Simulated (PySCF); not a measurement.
C5H6FN (charge +1 and doublet state).
Geometry (GFN2-xTB, Å), atoms numbered from 1 in this order:
```xyz
13
C5H6FN angstrom
C      2.157    0.530    0.250
C      0.833    0.634    0.114
C     -0.014   -0.348   -0.644
F      0.681   -1.472   -0.941
C     -1.352   -0.756   -0.011
C     -2.063    0.351    0.566
N     -2.599    1.216    1.079
H      2.699    1.113    0.984
H      2.759   -0.151   -0.342
H      0.274    1.464    0.534
H     -0.217    0.161   -1.614
H     -2.009   -1.229   -0.754
H     -1.155   -1.512    0.762
```

The hyperfine couplings belong to this conformer and change with its torsions.

Identity: `[CH2+][CH][C@@H](F)CC#N` [radical] (charge +1).

The calculation used UKS B3LYP, pcH-1 on C F H N, non-relativistic, mean-field spin-orbit, GIAO in PySCF 2.14.0. Isolated species at its GFN2-xTB geometry (one conformer only). The geometry wasn't refined by DFT: couplings that depend on bond lengths, twists or pyramidal angles can differ widely from those at the functional's own minimum, by a factor of two or more for some ions and for spin on atoms past the first row. The frame is twisted about the C1–C2 bond at this geometry (dihedral H9–C1–C2–C3 = 13°); couplings at other torsion angles weren't computed. Stability of the SCF solution: not tested.

Problem. Predict the first-order ENDOR lines of N7, F4, H11, H13, H9, H8, H10 and H12 under fast tumbling at B = 1216.4 mT (Q band).

Solution. ν± = |νn ± a/2|, one line for each electron-spin manifold; νn = |g_N| × 7.62259 MHz/T × B.

```
nuclei  isotope     g_N  νn (MHz)  a_iso (MHz)  lower line (MHz)  upper line (MHz)
    N7      14N  0.4038      3.74         0.86              3.31              4.18
    F4      19F  5.2577     48.75        20.40             38.55             58.95
   H11       1H  5.5857     51.79       232.74             64.58            168.16
   H13       1H  5.5857     51.79        41.87             30.86             72.73
    H9       1H  5.5857     51.79       -12.40             45.59             57.99
    H8       1H  5.5857     51.79       -11.45             46.06             57.52
   H10       1H  5.5857     51.79         5.04             49.27             54.31
   H12       1H  5.5857     51.79         1.16             51.21             52.37
```

Problem. Which pairs are centred on the nuclear Larmor frequency, and which on half the coupling?

Solution. Centred on νn, since |a| < 2νn: N7, F4, H13, H9, H8, H10 and H12. Centred on |a|/2 and split by 2νn: H11.

Problem. At what field would the lower line of H8 fall to zero frequency?

Solution. Where νn = |a|/2, that is B = 5.73 MHz/(5.5857 × 7.62259 MHz/T) = 134 mT, as far as first order holds there.

H8 and H9 aren't averaged: C1 is flat or nearly so (angle sum 360°), and its turn about the short C1–C2 bond (1.33 Å) is taken as slow.

The Mulliken spin populations are largest on C1 (+0.49), C2 (+0.31) and H11 (+0.09).

Hardware: Arm Neoverse V1, one thread, no GPU, shared host. Cost: 48 s of wall time (with the writing of density and orbital grids), 0.84 GiB resident at most.

The SMILES draws the unpaired electron on C2; the largest computed Mulliken spin population is on C1 (0.49 against 0.31).
